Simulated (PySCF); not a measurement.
Compound: C5H8BFO2.
Z-matrix (Å and degrees, PBE0-D3(BJ)/def2-SVP geometry), rows numbered from 1:
```
O 
B   1  1.3577
O   2  1.3645  1  118.50
C   2  1.5667  1  117.92  3   179.68
C   4  1.3442  2  126.41  1   169.23
C   5  1.5002  4  112.44  2  -176.97
F   6  1.3802  5  112.49  4  -136.02
C   6  1.5270  5  103.03  4   -15.27
C   4  1.5121  2  123.80  1    -7.84
H   1  0.9639  2  111.52  3     0.01
H   3  0.9613  2  113.11  1   177.07
H   5  1.0951  4  126.60  2    -0.52
H   6  1.1076  5  110.56  4   105.28
H   8  1.0989  6  113.60  5   148.73
H   8  1.1018  6  105.91  5   -93.07
H   9  1.1048  4  109.27  2    72.93
H   9  1.1008  4  112.78  2   -44.33
```

All values: PBE0/pcSseg-1 and PBE0/def2-SVPD (PySCF, non-relativistic), on one gas-phase PBE0-D3(BJ)/def2-SVP geometry that isn't relaxed in the solvent. The solvent is an IEF-PCM continuum (Bondi radii, 1.10 Å for H, scaled by 1.2). The model holds no explicit solvent molecules, cavitation or dispersion.

Gas phase at PBE0/pcSseg-1: HOMO -7.56 eV, LUMO -0.87 eV, dipole 1.25 D.

Problem. What does the continuum do to the energy, the frontier levels and the dipole at PBE0/pcSseg-1 in methanol and acetonitrile?

Solution. 
| solvent | ε | E(solvent) − E(gas) (kcal/mol) | polarisation term (kcal/mol) | distortion of the solute (kcal/mol) | HOMO (eV) | LUMO (eV) | dipole (D) |
| --- | --- | --- | --- | --- | --- | --- | --- |
| methanol | 32.61 | -8.28 | -9.04 | 0.76 | -7.42 | -0.74 | 1.49 |
| acetonitrile | 35.69 | -8.31 | -9.08 | 0.77 | -7.42 | -0.74 | 1.49 |

The polarisation term is half the interaction of the solute with the surface charges that it induces; the rest is the cost of distorting the solute's density. The sum is the electrostatic part of solvation alone. From methanol to acetonitrile the lowering changes by a factor 1.00, Onsager's factor (ε − 1)/(2ε + 1) by 1.00 and ε itself by 1.1.

Problem. Which radius a makes the point-dipole formula ΔE = −[(ε − 1)/(2ε + 1)]·μ²/a³ give the value in acetonitrile, with the gas-phase dipole?

Solution. μ = 0.491 au and |ΔE| = 0.01325 Eh give a = 1.09 Å; the farthest nucleus lies 3.78 Å from the centroid of the nuclei, so such a sphere wouldn't even hold the nuclei. The formula assumes a rigid point dipole at the centre of a sphere.

Problem. Which Hirshfeld charges (PBE0/pcSseg-1) respond most in acetonitrile (means over atoms taken as equivalent)?

Solution. 
```json
{"atoms": "F7", "environment": "alkyl fluorine", "gas (e)": "-0.128", "solvent (e)": "-0.144", "change": "-0.016"}
{"atoms": "H12", "environment": "vinylic hydrogen", "gas (e)": "+0.047", "solvent (e)": "+0.059", "change": "+0.012"}
{"atoms": "H10/H11", "environment": "hydroxyl hydrogen", "gas (e)": "+0.178", "solvent (e)": "+0.190", "change": "+0.012"}
{"atoms": "O1/O3", "environment": "boron-bound oxygen", "gas (e)": "-0.257", "solvent (e)": "-0.268", "change": "-0.011"}
{"atoms": "H13", "environment": "methine hydrogen", "gas (e)": "+0.040", "solvent (e)": "+0.047", "change": "+0.007"}
{"atoms": "H14", "environment": "methylene hydrogen", "gas (e)": "+0.044", "solvent (e)": "+0.048", "change": "+0.004"}
{"atoms": "C4", "environment": "fully substituted alkene carbon", "gas (e)": "-0.069", "solvent (e)": "-0.073", "change": "-0.004"}
{"atoms": "B2", "environment": "three-coordinate boron", "gas (e)": "+0.236", "solvent (e)": "+0.233", "change": "-0.003"}
```

Gas phase at PBE0/def2-SVPD: HOMO -7.60 eV, LUMO -0.97 eV, dipole 1.24 D.

Problem. What does the continuum do to the energy, the frontier levels and the dipole at PBE0/def2-SVPD in acetonitrile?

Solution. 
| solvent | ε | E(solvent) − E(gas) (kcal/mol) | polarisation term (kcal/mol) | distortion of the solute (kcal/mol) | HOMO (eV) | LUMO (eV) | dipole (D) |
| --- | --- | --- | --- | --- | --- | --- | --- |
| acetonitrile | 35.69 | -8.32 | -9.27 | 0.95 | -7.44 | -0.83 | 1.51 |

Problem. How does the static polarisability (PBE0/def2-SVPD, frozen core, with the continuum's full static response) change?

Solution. 
```
      medium  isotropic (au)  principal values (au)  ⟨r²⟩ of the electrons (bohr²)
         gas            78.8       59.3, 80.3, 96.8                         1423.7
acetonitrile           104.4     82.0, 105.3, 126.0                         1423.8
```

The isotropic value in acetonitrile is 1.33 times the gas-phase one; no cavity-field correction is applied. ⟨r²⟩ is taken about the centre of nuclear charge.

The run took 30 s on an Arm Neoverse V1 with one thread, shared host with 32 logical CPUs at a one-minute load of 10, and the process peaked at 1.2 GiB of memory. This is the whole shielding run at PBE0/pcSseg-1 in acetonitrile, SCF included.
